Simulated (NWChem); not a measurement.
System: C2H4BNO2; SMILES B1(OCN=C1)O

The following NWChem deck was run.

```
start job
memory heap 200 mb stack 900 mb global 1100 mb
geometry units angstroms noautoz
  O      0.174246    -2.137485     0.000000
  B      0.090874    -0.780261     0.000000
  C      1.231275     0.307680     0.000000
  N      0.690858     1.488408     0.000000
  C     -0.741150     1.320798     0.000000
  O     -1.094227    -0.068000     0.000000
  H     -0.706591    -2.555858     0.000000
  H      2.333763     0.222706     0.000000
  H     -1.177047     1.812968    -0.898501
  H     -1.177047     1.812968     0.898501
end
basis spherical
  O library 6-311++g**
  B library 6-311++g**
  C library 6-311++g**
  N library 6-311++g**
  H library 6-311++g**
end
dft
  xc hfexch
  iterations 150
  mulliken
end
task dft energy
```

Geometry: optimised at PBE-D3(BJ)/def2-SVP.

Problem. What results follow from this input? (Hartree-Fock/6-311++G** (spherical d).) Quantities: basis functions; energy (Ha); highest occupied level (eV); orbital gap (eV); dipole (D).

Solution. 
```json
{
 "number_of_basis_functions": "160",
 "energy (Ha)": "-307.10",
 "highest occupied level (eV)": "-11.65",
 "orbital gap (eV)": "12.78",
 "dipole (D)": "1.37"
}
```
